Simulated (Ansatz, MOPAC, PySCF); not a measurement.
Species: GeBr, net charge 0, doublet state. SMILES: [Ge][Br]
Geometry: optimised at B3LYP-D3(BJ)/def2-TZVP (Ansatz, a quantum-chemistry and plane-wave program).

Quantity: size of the dipole moment, in D. Set-up: no spin-orbit coupling; LANL2DZ with its own core potentials from Na on; open shells spin-unrestricted; six Cartesian d functions in 6-31G* and its kin unless marked 5d; non-relativistic. Ab initio and DFT rows: single points at B3LYP-D3(BJ) geometries (Ansatz). Semi-empirical rows: dipoles at the shared geometry.

| level | program | size of the dipole moment (D) |
|---|---|---|
| PM6 | MOPAC | 1.56 |
| MNDO | MOPAC | 4.47 |
| SVWN5/LANL2DZ | Ansatz | 1.76 |
| SVWN5/6-31G* | Ansatz | 1.39 |
| PBE/3-21G | Ansatz | 1.35 |
| PBE/LANL2DZ | Ansatz | 1.76 |
| PBE/6-31G* | Ansatz | 1.44 |
| BP86/LANL2DZ | PySCF | 1.78 |
| B3LYP/STO-3G | Ansatz | 1.34 |
| B3LYP/LANL2DZ | Ansatz | 2.12 |
| B3LYP/6-31G | Ansatz | 2.14 |
| B3LYP/6-31G* | Ansatz | 1.70 |
| M06-2X/LANL2DZ | PySCF | 2.53 |

No value to compare with is used here. The 13 habitual levels span 1.34 (B3LYP/STO-3G) to 4.47 D (MNDO).

The levels are drawn from those run, B3LYP/6-31G* more often than the rest, none by its result; runs whose electronic state is in doubt are left out.
